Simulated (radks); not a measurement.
Results of a calculation; reference values are marked as such.
Task: The nickel ion Ni+ is in [Ar] 3d(3/2: 4, 5/2: 5). Code: a radial shooting solver on a logarithmic mesh with Libxc functionals. Model: Dirac Kohn-Sham, relativistic LDA (MacDonald-Vosko exchange, VWN5 correlation), spin-unpolarised, spherical densities, finite nucleus; Fermi nuclear charge, rms radius of each element as measured or else 0.836 A^(1/3) + 0.57 fm. Sub-shells are occupied by j as written (lower j first in brackets). One electron is removed from 3d3/2, 3p1/2, 3p3/2, 3d5/2 in turn, with full relaxation. Which removal costs least, and what does each cost?

Result: 3d5/2 20.605 eV; 3d3/2 20.851 eV; 3p3/2 82.333 eV; 3p1/2 84.550 eV. The 3d5/2 electron leaves first.
